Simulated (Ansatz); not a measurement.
C3H10OSi (`CC([SiH3])CO`). The species carries charge 0 and has multiplicity 1. All single points use the PBE0-D4/def2-TZVP geometry. It is one conformer, not always the lowest.

```xyz
15

C    -1.256   -0.766    0.472
C    -0.296    0.312   -0.025
Si    0.736    1.005    1.391
C     0.587   -0.190   -1.149
O    -0.234   -0.556   -2.243
H    -1.931   -0.380    1.240
H    -0.709   -1.610    0.906
H    -1.862   -1.151   -0.350
H    -0.878    1.155   -0.421
H     1.629    2.100    0.920
H     1.583   -0.066    1.987
H    -0.160    1.540    2.450
H     1.298    0.593   -1.450
H     1.172   -1.054   -0.798
H     0.320   -0.932   -2.930
```

(1) What is the dipole moment at ωB97M-V/def2-TZVPP? (An estimate is asked.)

(2) And with PBE, r2SCAN, B3LYP? (Estimate.)

(3) Give the Mulliken charges with ωB97M-V, PBE, B3LYP in def2-TZVPP. (An estimate is asked.)

Answers

(1) Ansatz gave: 1.24 D, with components (0.94, -0.46, -0.67) D in this frame, pointing from negative to positive charge.

(2) The calculation gave: PBE 1.22 D, r2SCAN 1.22 D, B3LYP 1.23 D.

(3) The calculation gave: 
```tsv
atom	ωB97M-V	PBE	B3LYP
C1	-0.34	-0.27	-0.29
C2	-0.16	0.00	-0.03
Si3	0.16	0.17	0.24
C4	-0.09	-0.08	-0.05
O5	-0.31	-0.30	-0.34
H6	0.11	0.09	0.09
H7	0.11	0.08	0.08
H8	0.12	0.09	0.10
H9	0.09	0.06	0.06
H10	-0.03	-0.06	-0.07
H11	-0.03	-0.06	-0.07
H12	-0.03	-0.05	-0.07
H13	0.11	0.09	0.09
H14	0.11	0.08	0.08
H15	0.16	0.18	0.17
```

B3LYP here is the variant with VWN-RPA as its local correlation; programs differ in this.
